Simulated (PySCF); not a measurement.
Species: C₄H₉NO₂Si₃.
Numbering: `[CH3:1][C:2](=[O:3])[O:4][Si:5]1([C:6]#[N:7])[SiH2:8][CH2:9][SiH2:10]1`

Cartesian coordinates in Å at the GFN2-xTB level; atoms count from 1:
```
atom  x, y, z in Å
C1     3.2074   -0.6069   -0.5899
C2     1.7428   -0.3253   -0.4134
O3     0.9170   -0.4099   -1.2941
O4     1.4054    0.0196    0.8073
Si5   -0.2368    0.3316    1.1212
C6     0.0151    0.7652    2.9202
N7     0.0592    1.0489    4.0306
Si8   -1.3311    1.6664   -0.4756
C9    -2.3481    0.0841   -0.9268
Si10  -1.7187   -1.2882    0.2814
H11    3.3537   -1.6859   -0.6157
H12    3.7737   -0.1899    0.2374
H13    3.5483   -0.1976   -1.5373
H14   -2.1972    2.7217    0.0705
H15   -0.6132    2.2544   -1.6096
H16   -2.1678   -0.2029   -1.9613
H17   -3.4228    0.2434   -0.8542
H18   -1.2173   -2.4875   -0.3954
H19   -2.7795   -1.7318    1.1972
```

NICS = −σ at a ghost point: NICS(0) at the centroid of the ring atoms, NICS(1) 1 Å to either side along the normal of their mean plane, zz for the tensor component along that normal. Level: GIAO PBE0/pcSseg-1 (PySCF, non-relativistic, gas phase) on the GFN2-xTB geometry, one conformer.

Ring bond lengths (Å), with Mayer bond orders in brackets: Si5–Si8 2.351 (0.83), Si8–C9 1.934 (0.89), C9–Si10 1.934 (0.89), Si10–Si5 2.351 (0.83).

Task: Give the NICS values of each ring in ppm.

Result: 
| ring | type | NICS(0) | NICS(1), two faces | NICS(1)zz, two faces | rms pucker (Å) | centre to ring atoms, mean (Å) |
| --- | --- | --- | --- | --- | --- | --- |
| Si5–Si8–C9–Si10 | 4-membered ring with 3 Si; formal bonds all single | 1.0 | -1.0 / -0.8 | 2.9 / 1.5 | 0.01 | 1.51 |

Task: What do they say, and how far can they be read as aromaticity?

Result: 
- Si5–Si8–C9–Si10: mean NICS(1)zz 2.2 ppm, near zero. Si5, Si8, C9, Si10 have four or more neighbours; no verdict on aromaticity is drawn.

Task: List the ring angles and the Hirshfeld charges of the ring atoms.

Result: 
- Si5–Si8–C9–Si10: Si5 81.7° (+0.290 e), Si8 86.5° (+0.252 e), C9 105.3° (-0.244 e), Si10 86.5° (+0.251 e); sum 360.0° against 360° for a flat convex ring.
